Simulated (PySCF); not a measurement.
# Does the structure fit the spectrum?

A compound C₈H₉N gives the data below (simulated from a calculation) and was assigned the structure `C=C1C[C@@](C)(C#N)C1=C`.

13C{1H} NMR (computed): δ 163.2 (C), 116.3 (C), 92.1 (C), 27.3 (CH), 24.0 (CH3), 17.7 (CH2), 17.5 (CH2), 13.5 (CH).

1H NMR (300 MHz, computed): δ 2.18 (m, 1H), 2.13 (m, 1H), 1.35 (m, 1H), 1.34 (m, 1H), 1.27 (d, 3H), 1.18 (m, 1H), 1.17 (m, 1H).

[PySCF 2.14: coordinates at the GFN2-xTB level; σ from GIAO-PBE0/pcSseg-1; one averaged value for each set of equivalent atoms; one conformer; isolated molecule; non-relativistic Hamiltonian]

Chemical shifts δ = σref − σ; TMS for 1H (σ = 31.72 ppm) and 13C (σ = 186.93 ppm), all at this level.

Question: Compare with the shifts computed for the proposed structure, pairing carbons in order of shift.

Answer: Numbering as in the mapped SMILES `[CH2:1]=[C:2]1[CH2:3][C@@:4]([CH3:5])([C:6]#[N:7])[C:8]1=[CH2:9]`; H(Xn) means a hydrogen on atom n.

| atom | computed for proposal | given list | difference |
| --- | --- | --- | --- |
| C8 | 158.0 | 163.2 | -5.2 |
| C2 | 150.1 | 116.3 | +33.8 |
| C6 | 127.9 | 92.1 | +35.8 |
| C1 | 115.8 | 27.3 | +88.5 |
| C9 | 114.2 | 24.0 | +90.2 |
| C3 | 43.7 | 17.7 | +26.0 |
| C4 | 33.0 | 17.5 | +15.5 |
| C5 | 26.9 | 13.5 | +13.4 |

The rms difference is 49.4 ppm and the largest +90.2 ppm at C9 (terminal =CH2 carbon). The carbon types in order of shift don't match either: C, C, C, CH2, CH2, CH2, C, CH3 for the proposal against C, C, C, CH, CH3, CH2, CH2, CH in the data. The proposal doesn't fit.

Question: Which isomer fits?

Answer: `C[C@@H]1C(C#N)=C1C1CC1`.

- Carbon types of the structure: 3 × C, 2 × CH, 2 × CH2, 1 × CH3, which accounts for all hydrogens.
- δC 163.2, 92.1: fully substituted alkene carbon.
- δC 116.3: nitrile carbon; typical of a nitrile.
- δC 27.3, 17.7, 17.5, 13.5: three-membered-ring carbon; carbons of three-membered rings are unusually shielded.
- δC 24.0: methyl carbon; aliphatic region, no heteroatom directly attached.

Other isomers checked: C/N=C\C1=C[C@@H]2C=C[C@H]12 (rms 72.5 ppm).

This is the structure that produced the data.

Shifts are as computed. Against solution values, carbons near 30 ppm lie about +3 ppm off and those near 130 ppm about +5 ppm. Of 1211 compounds with measured shifts, 218 miss one by over three times the rms of a fit or turn the order of signals round; such compounds aren't used in these exercises. Multiplicities follow the n + 1 count of equivalent neighbours, as no J values were calculated; m marks all less simple cases, F and P coupling included.
